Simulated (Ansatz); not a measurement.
Geometry optimisation, RKS PBE0/def2-SVP (Ansatz).

input.yaml

```yaml
crystal:
  periodic: [false, false, false]
  atoms:
    - { symbol: Si, position_ang: [-1.5687, -0.9721, -0.7726] }
    - { symbol: C, position_ang: [0.2047, -1.1818, -0.6176] }
    - { symbol: S, position_ang: [1.0752, 0.4061, -0.6991] }
    - { symbol: C, position_ang: [1.0291, 0.9375, 1.0445] }
    - { symbol: S, position_ang: [1.936, 2.4124, 1.3105] }
    - { symbol: H, position_ang: [-2.1272, -0.0842, 0.3409] }
    - { symbol: H, position_ang: [-1.9461, -0.2609, -2.0613] }
    - { symbol: H, position_ang: [-2.2798, -2.2188, -0.7372] }
    - { symbol: H, position_ang: [0.5726, -1.7755, -1.4063] }
    - { symbol: H, position_ang: [0.4694, -1.7075, 0.3286] }
    - { symbol: H, position_ang: [1.37168, 1.55185, -1.40887] }
    - { symbol: H, position_ang: [1.3365, 0.1478, 1.7315] }
    - { symbol: H, position_ang: [1.4171, 3.1133, 0.248] }
basis:
  gaussian: { orbitals: def2-SVP }
hamiltonian:
  xc: pbe0
relax:
  f_tol: 0.02
  max_steps: 50
```

Run as:

```bash
$ ansatz run input.yaml --threads 2 --pin off --max-ram 3072MiB --backend cpu --events-out ev --progress --plain --runs-dir out
```

**Question.** Where does it end, and by what steps?

**Answer.** The run converged. After 41 steps the energy has fallen by 3.428 eV; H11 moved furthest, 2.70 Å.

| step | energy less start (eV) | largest force component (eV/Å) | accepted |
| --- | --- | --- | --- |
| 0 | 0.0000 | 4.200 | yes |
| 2 | -1.8763 | 1.467 | yes |
| 4 | -2.4294 | 1.131 | yes |
| 6 | -2.6563 | 0.361 | yes |
| 8 | -2.7450 | 0.251 | yes |
| 10 | -2.8457 | 0.211 | yes |
| 12 | -2.9542 | 0.283 | yes |
| 14 | -3.0531 | 0.485 | yes |
| 16 | -3.1028 | 0.299 | yes |
| 18 | -3.1136 | 0.203 | yes |
| 20 | -3.1180 | 0.165 | no |
| 22 | -3.1255 | 0.068 | yes |
| 24 | -3.1288 | 0.160 | yes |
| 26 | -3.1360 | 0.096 | yes |
| 28 | -3.1449 | 0.176 | yes |
| 30 | -3.1872 | 0.324 | yes |
| 32 | -3.2760 | 0.651 | yes |
| 34 | -3.3686 | 0.674 | yes |
| 36 | -3.2511 | 0.868 | no |
| 38 | -3.4262 | 0.099 | yes |
| 40 | -3.4282 | 0.030 | yes |
| 41 | -3.4284 | 0.013 | yes |

```xyz
13
Properties=species:S:1:pos:R:3
Si -1.500 -0.645 -0.198
C 0.258 -0.985 -0.846
S 1.473 -0.490 0.409
C 1.196 1.117 0.764
S 1.255 2.364 -0.453
H -1.638 -1.149 1.199
H -1.835 0.804 -0.277
H -2.433 -1.405 -1.087
H 0.441 -0.381 -1.749
H 0.419 -2.050 -1.086
H 2.560 -0.669 -0.450
H 1.363 1.349 1.817
H -0.069 2.508 -0.743
```

Whether the end is a true minimum wasn't checked by a vibrational analysis.

The run took 3.1 min on 2 threads of Arm Neoverse V1, on a shared host, peak memory 0.31 GiB.
